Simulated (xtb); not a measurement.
C4HCl2F, SMILES C#CC(F)=C(Cl)Cl. All values are semi-empirical tight-binding results from xtb (GFN2-xTB unless named), good for trends rather than for accurate numbers. Geometry: GFN2-xTB. This is a generated structure with no PubChem entry under its InChIKey; it may be hypothetical.

Computed properties:
The point group as xtb finds it comes out as Cs, the orbital gap is 3.41 eV and the dipole moment is 1.86 D. The zero-point energy is 21.0 kcal/mol and the G − E(el) at 298.15 K (modified RRHO) comes out as 0.2 kcal/mol. The static polarisability (D4 model) is 71.4 bohr³ and the solvation energy, GFN2-xTB/ALPB(water) is -1.9 kcal/mol. The solvation energy, GFN2-xTB/ALPB(acetone) is -6.3 kcal/mol.
